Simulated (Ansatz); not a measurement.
Total energies of Nb₂O from Ansatz at PBE-D4/def2-TZVP, gas phase (1 Eh = 27.2114 eV = 2625.5 kJ/mol). The reference geometry is relaxed at r2SCAN-D4/def2-TZVP.

```tsv
atom	x (Å)	y (Å)	z (Å)
Nb1	-0.083	-0.998	-0.634
Nb2	-0.412	0.161	1.100
O3	0.495	0.837	-0.466
```

| state | geometry | energy (Eh) |
| --- | --- | --- |
| charge 0 singlet | reference | -189.14980 |
| charge 1 doublet | reference | -188.90139 |
| charge 0 triplet | relaxed at r2SCAN-D4/def2-TZVP | -189.11992 |
| charge 0 quintet | relaxed at r2SCAN-D4/def2-TZVP | -189.09631 |
| free Nb atom (sextet) | – | -56.83927 |
| free O atom (triplet) | – | -75.00967 |

In the def2 sets Nb takes a core potential; there is no spin–orbit coupling.

(1) Work out the vertical ionisation energy to the doublet.

(2) Which of the charge 0 states is lowest, and how far above it are the others?

(3) What is the binding energy per atom against free atoms?

(1) E(charge 1 doublet) − E(charge 0 singlet) = -188.90139 − (-189.14980) = 0.24841 Eh = 6.76 eV. For comparison, −ε of the highest occupied level is 4.02 eV at this level, 2.74 eV less.

(2) The singlet. triplet: -189.11992 − (-189.14980) = 0.02988 Eh = 78.4 kJ/mol; quintet: -189.09631 − (-189.14980) = 0.05349 Eh = 140.4 kJ/mol.

(3) Atoms: 2 × (-56.83927) + 1 × (-75.00967) = -188.68821 Eh. Binding: -188.68821 − (-189.14980) = 0.46159 Eh = 12.56 eV, or 4.19 eV for each of 3 atoms (no zero-point energy, no counterpoise term).

The structure comes from a short search, and lower isomers may exist.
